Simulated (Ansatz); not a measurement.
Start from `CCOB(F)F` and change one atom or group to get `FB(F)O[SiH3]`.

Ansatz, PBE0-D4/def2-TZVP geometries, multiplicity 1. Each molecule was computed in one conformer, which needn't be the lowest.

```csv
property,`CCOB(F)F`
HOMO–LUMO gap (ωB97M-V/def2-TZVPP) / eV,13.79
HOMO energy (B3LYP/def2-TZVPP) / eV,-9.07
HOMO energy (PBE0/def2-TZVPP) / eV,-9.31
HOMO–LUMO gap (PBE0/def2-TZVPP) / eV,10.12
HOMO–LUMO gap (PBE/def2-TZVPP) / eV,7.74
LUMO energy (B3LYP/def2-TZVPP) / eV,0.45
```

(1) What does the change do to each property? (An estimate is asked.)

## Answers

(1) Computed: 
| property | `FB(F)O[SiH3]` | shift |
| --- | --- | --- |
| HOMO–LUMO gap (ωB97M-V/def2-TZVPP) / eV | 13.31 | -0.48 |
| HOMO energy (B3LYP/def2-TZVPP) / eV | -9.47 | -0.40 |
| HOMO energy (PBE0/def2-TZVPP) / eV | -9.67 | -0.36 |
| HOMO–LUMO gap (PBE0/def2-TZVPP) / eV | 9.44 | -0.68 |
| HOMO–LUMO gap (PBE/def2-TZVPP) / eV | 7.14 | -0.60 |
| LUMO energy (B3LYP/def2-TZVPP) / eV | -0.48 | -0.93 |

With PBE0 the HOMO falls by 0.36 eV and the LUMO falls by 1.04 eV, so the gap narrows by about 0.68 eV. PBE moves the HOMO by -0.49 eV and ωB97M-V by -0.25 eV. The zero-point energy changes by -108.8 kJ/mol with -9 modes.

B3LYP here is the variant with VWN-RPA as its local correlation; programs differ in this.
